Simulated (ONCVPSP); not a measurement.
**erbium (Er): one change to an ONCV potential, before and after**

```
Element                 : erbium
Generator               : ONCVPSP 4.0.1
Type                    : optimised norm-conserving Vanderbilt (ONCV)
Functional              : LDA (Perdew-Wang 92)
Relativity              : fully relativistic
Frozen core             : [Kr] 4d10 4f11
Valence charge          : 11
Reference configuration : 5s2 5p6 5d1 6s1.5 6p0.5
Partial waves           : 5s+6s: rc 1.85 bohr, ncon 5, nbas 8, qcut 4.9 1/bohr, 2 projectors; 5p+6p: rc 2.00 bohr, ncon 4, nbas 7, qcut 6.7 1/bohr, 3 projectors, debl 2.8 Ha; 5d: rc 3.30 bohr, ncon 4, nbas 9, qcut 5.1 1/bohr, 2 projectors, debl 3 Ha
Local potential         : polynomial inside 1.40 bohr (lpopt 5, dvloc0 0 Ha)
Core correction         : none
```

Open shells are filled in proportion to 2j + 1.

Change: scalar-relativistic.

Cutoffs: the cutoffs (Ha) at which the residual kinetic energy of the hardest occupied pseudo-wave falls to 1 and 0.1 mHa per electron; they do not see the model core or the augmentation charge, which bear on the density cutoff. Errors are all-electron minus pseudo energies relative to the spin-unpolarised reference configuration.

Predict the effect on cutoff, ghosts and configuration errors.

The potential gets neither clearly harder nor softer (37 Ha and 48 Ha → 37 Ha and 48 Ha); of the 4 tests that both files solve, the error grows in 1 and shrinks in 2 by more than 15 % and 0.3 meV (median size 1.0 → 0.4 meV); neither file shows a bound ghost.

```tsv
quantity	base	changed
cutoff, loose	37 Ha	37 Ha
cutoff, tight	48 Ha	48 Ha
loose cutoff by channel	s 37 Ha, p 13 Ha, d 7.8 Ha	s 37 Ha, p 13 Ha, d 7.7 Ha
bound ghosts	none	none
GHOST(+) flags under 300 eV	s at 138.0 eV	s at 138.1 eV
error for 5s2 5p6 5d1 6s2 6p0, meV [ΔE -1.60 → -1.61 eV]	0.0	+0.5
error for 5s2 5p6 5d1 6s1 6p0, meV [ΔE 5.66 → 5.65 eV]	+1.7	-0.3
error for 5s2 5p6 5d1 6s0 6p0, meV [ΔE 18.70 → 18.69 eV]	+12	+6.3
error for 5s2 5p6 5d1 6s1 6p1, meV [ΔE 1.65 → 1.66 eV]	+0.3	-0.1
s: phases at 1.87 bohr within 0.05 rad from the reference energy up to (Ha; the scan ends near 5)	4.8	4.8
```
